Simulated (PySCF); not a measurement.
SCF from a fresh guess for singlet MnO₃F, at the PBE0 minimum. PySCF input:

```python
from pyscf import gto, scf, dft
mol = gto.M(atom='''
Mn    -0.059325    -0.000000    -0.041948
O     -1.294574    -0.000000     0.865857
O     -0.035071     1.259533    -0.915412
O     -0.035071    -1.259533    -0.915412
F      1.321730     0.000000     0.934571''',
    basis={'Mn': 'def2-SVP', 'O': 'def2-SVP', 'F': 'def2-SVP'},
    charge=0, spin=0)
mf = dft.RKS(mol, xc='PBE0')
mf.grids.atom_grid = (50, 194)
aux = {'Mn': 'def2-universal-JKFIT', 'O': 'def2-universal-JKFIT', 'F': 'def2-universal-JKFIT'}
mf = mf.density_fit(auxbasis=aux)
mf.conv_tol = 1e-08
mf.diis_space = 10
mf.max_cycle = 60
mf.init_guess = 'minao'
mf.verbose = 4
mf.kernel()
```

Excerpt of the output (cycles and frontier levels):

```
init E= -1474.46921988645
  HOMO = -0.310729018620591  LUMO = 0.0216683566435858  gap/eV = 9.04499
cycle= 1 E= -1468.93063990484  delta_E= 5.54  |g|= 4.66  |ddm|=  3.2
cycle= 2 E= -1446.09734291021  delta_E= 22.8  |g|= 9.17  |ddm|= 7.88
  HOMO = -0.34192236620012  LUMO = -0.324390778714264  gap/eV = 0.47706
cycle= 3 E= -1464.13718811443  delta_E=  -18  |g|= 7.37  |ddm|=    6
  HOMO = -0.200938635632599  LUMO = -0.194386498063631  gap/eV = 0.17829
cycle= 4 E= -1468.59127441702  delta_E= -4.45  |g|= 6.01  |ddm|=  4.1
  HOMO = -0.299025995138885  LUMO = -0.226233767779493  gap/eV = 1.98078
cycle= 5 E= -1472.17909320121  delta_E= -3.59  |g|= 3.92  |ddm|= 3.65
  HOMO = -0.291023305516322  LUMO = -0.231331495040597  gap/eV = 1.62430
cycle= 6 E= -1474.06976043552  delta_E= -1.89  |g|= 2.72  |ddm|= 3.21
  HOMO = -0.361023293997636  LUMO = -0.230392902386764  gap/eV = 3.55463
cycle= 7 E= -1475.44564010004  delta_E= -1.38  |g|= 0.23  |ddm|= 1.66
... 13 lines left out ...
cycle= 14 E= -1475.45564337125  delta_E= -1.95e-06  |g|= 0.000895  |ddm|= 0.00169
  HOMO = -0.380574254825367  LUMO = -0.208082331444484  gap/eV = 4.69374
cycle= 15 E= -1475.45564356133  delta_E= -1.9e-07  |g|= 0.000266  |ddm|= 0.000895
  HOMO = -0.380566335219999  LUMO = -0.208076699171314  gap/eV = 4.69368
cycle= 16 E= -1475.45564357675  delta_E= -1.54e-08  |g|= 4.02e-05  |ddm|= 0.000245
  HOMO = -0.380563363677076  LUMO = -0.208075426275822  gap/eV = 4.69364
cycle= 17 E= -1475.45564357677  delta_E= -1.07e-11  |g|= 5.08e-05  |ddm|= 6.29e-05
  HOMO = -0.380565032021779  LUMO = -0.208076494109786  gap/eV = 4.69365
Extra cycle  E= -1475.45564356621  delta_E= 1.06e-08  |g|= 0.000235  |ddm|= 0.000172
converged SCF energy = -1475.45564356621
```

No lower solution of this spin was found by a stability analysis within the restricted form, which does not test spin polarisation.

Stability towards spin polarisation was not tested.

The search for the lowest solution, with the stability check, took 5.4 s on 2 threads of a shared Arm Neoverse N1 host, with 87 basis functions; the process peaked at 0.37 GiB. Launch command: `OMP_NUM_THREADS=2 python axn.py task.json out`.
